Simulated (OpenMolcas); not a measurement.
Lines of As: computed and rescaled rates

| Property | Result |
| --- | --- |
| Program | OpenMolcas |
| Method | SS-CASPT2, IPEA 0.25 Eh, imaginary shift 0.1 Eh (closed shells correlated: 3d 4s) |
| Basis | ANO-RCC-VQZP [7s6p4d2f1g] |
| Scalar Hamiltonian | DKH2, point nucleus |
| Active space | 3 electrons in 3 orbitals (4p) |
| State averaging | 2S+1 = 4 odd, 1 root; 2S+1 = 2 odd, 8 roots |
| Spin-orbit coupling | RASSI with atomic mean-field integrals over the reference wave functions, term energies averaged over their components |

Rates come from the transition moments of the reference wave functions (E1 and E2 in the length form). At fixed line strength A goes as λ^-3 for E1 and M1 and as λ^-5 for E2, so a rate at the computed wavelength can be rescaled to the measured one. Measured vacuum wavelengths follow from level energies in NIST Handbook of Basic Atomic Spectroscopic Data. Branching counts decays inside the model space alone, at computed energies, and the table is only a selection of the E2 and M1 lines, drawn from those between levels with measured partners whose computed energy lies within a factor of 1.5 of the measured one.

```
          Upper            Lower  Type  λ computed (nm)  λ measured (nm)  A computed (s-1)  A rescaled (s-1)  Branching %
4s2 4p3 2P* 3/2  4s2 4p3 4S* 3/2    M1            512.8            536.3          1.23e+00                           55.4
4s2 4p3 2P* 1/2  4s2 4p3 4S* 3/2    M1            520.7            549.9          5.22e-01                           49.7
4s2 4p3 2P* 3/2  4s2 4p3 2D* 3/2    M1             1183             1241          4.52e-01                           20.3
4s2 4p3 2P* 1/2  4s2 4p3 2D* 3/2    M1             1226             1317          2.53e-01                           24.1
4s2 4p3 2P* 3/2  4s2 4p3 2D* 5/2    M1             1215             1293          2.37e-01                           10.7
4s2 4p3 2P* 3/2  4s2 4p3 2D* 5/2    E2             1215             1293          2.09e-01          1.53e-01          9.4
4s2 4p3 2P* 1/2  4s2 4p3 2D* 3/2    E2             1226             1317          1.72e-01          1.20e-01         16.3
4s2 4p3 2P* 1/2  4s2 4p3 2D* 5/2    E2             1260             1375          1.02e-01          6.59e-02          9.8
4s2 4p3 2P* 3/2  4s2 4p3 2D* 3/2    E2             1183             1241          9.43e-02          7.42e-02          4.2
4s2 4p3 2D* 3/2  4s2 4p3 4S* 3/2    M1            905.1              944          3.47e-02                           95.4
4s2 4p3 2D* 5/2  4s2 4p3 4S* 3/2    E2            887.4            916.2          2.81e-03                           73.4
4s2 4p3 2D* 3/2  4s2 4p3 4S* 3/2    E2            905.1              944          1.66e-03                            4.6
4s2 4p3 2D* 5/2  4s2 4p3 4S* 3/2    M1            887.4            916.2          9.09e-04                           23.7
4s2 4p3 2D* 5/2  4s2 4p3 2D* 3/2    M1            45430            31040          1.13e-04          3.54e-04          2.9
```

Spin-changing lines and M1 lines between different terms are not rescaled, since their strength hangs on the term gaps too.

The largest correction is for 4s2 4p3 2D* 5/2 → 4s2 4p3 2D* 3/2 (M1): 1.13e-04 × (45430 / 31040)^3 = 3.54e-04 s-1, a factor of 3.14.

No measured rate stands beside these. Rescaling mends the energy factor alone: line strengths can still be far off where a level mixes with configurations outside the active space, and weak or spin-changing lines hang on small mixing coefficients that depend on the term gaps too, so rescaling need not improve them.

CASPT2 breaks the degeneracy within a term, and the mean is taken; among the terms shown or strongly mixed into the levels shown the widest spread is 98 cm-1 (4s2 4p3 2D*). With the s shell closed, the reference lacks s² → p² mixing. Computed and measured levels are paired by configuration, term and J; levels that our copy of the source lacks, or whose pairing is in doubt (as where it misses far off the trend of its configuration), stay unpaired. Only configurations of the active space appear.

* marks odd parity.
